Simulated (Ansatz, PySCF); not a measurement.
PySCF was given this input:
```python
from pyscf import gto, scf, dft

mol = gto.Mole()
mol.atom = '''
    Zn    0.000000    0.000000    0.000000
'''
mol.basis = 'aug-cc-pvdz'
mol.charge = 0
mol.spin = 0
mol.verbose = 4
mol.build()

mf = dft.RKS(mol)
mf.xc = 'r2scan'
mf.grids.atom_grid = (99, 590)
mf.grids.prune = None
mf.kernel()
```

Problem. Convert this to an input for Ansatz (a program for electronic structure).

Solution. One answer among several that fit: 
Ansatz 0.2 input:
```yaml
crystal:
  periodic: [false, false, false]
  atoms:
    - {symbol: Zn, position_ang: [0.00000000, 0.00000000, 0.00000000]}
basis:
  gaussian:
    orbitals: aug-cc-pVDZ
hamiltonian:
  xc: r2scan
accuracy: high
```

Both were run: PySCF gave -1779.412765 Eh and Ansatz -1779.412764 Eh, 0.001 mEh apart.
